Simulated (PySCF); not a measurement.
# Hartree-Fock beside MP2: BCClFH2

These are calculations, not measurements. The program is PySCF 2.14.0, an open-source quantum chemistry code, run on an isolated molecule that a program drew, which may never have been made. The molecule is BCClFH2 (charge 0, doublet), drawn as the SMILES string `[CH2]B(F)Cl`.

The geometry was optimised and harmonic frequencies were computed with HF and MP2, all in the cc-pV(D+d)Z basis, for the commonest isotopes, with a restricted reference for singlets and an unrestricted one otherwise, and a frozen core in MP2. Each result is a local minimum of its method.

Geometry at the HF minimum:
```xyz
6
BCClFH2, angstrom
C     1.0094   -0.0755    0.2397
B     1.5630   -1.4801    0.4979
F     2.4599   -2.0211   -0.3122
Cl    1.0452   -2.4564    1.8782
H     0.2738    0.3857    0.8863
H     1.3412    0.5100   -0.6108
```

Lengths of the bonds as drawn, in Å (atoms numbered as above):
```
bond,HF,MP2
C1-B2,1.532,1.538
B2-F3,1.324,1.343
B2-Cl4,1.768,1.762
C1-H5,1.083,1.093
C1-H6,1.085,1.095
```

Rotational constants, in GHz:
```
constant     HF    MP2
       A  9.457  9.276
       B  4.632   4.63
       C  3.109  3.089
```

Harmonic frequencies in cm^-1, each column in rising order, so a row needn't be the same motion in every method:
```
rank,HF,MP2
1,298,287
2,307,295
3,399,384
4,530,511
5,661,653
6,753,?
7,912,863
8,1192,1169
9,1390,1341
10,1551,1473
11,3298,3216
12,3402,3329
```

**Estimate the missing MP2 frequency from the HF column.**

A single factor s that minimises the squared misfit of MP2 against s times HF over the other rows is sum(HF x MP2) / sum(HF^2) = 0.9731, with an rms misfit of 16 cm^-1. For rank 6 it gives 0.9731 x 753 = 733 cm^-1. The calculation gives 747 cm^-1, 14 cm^-1 above the estimate. The drawn bonds are on average 0.7 % longer in MP2 than in HF.
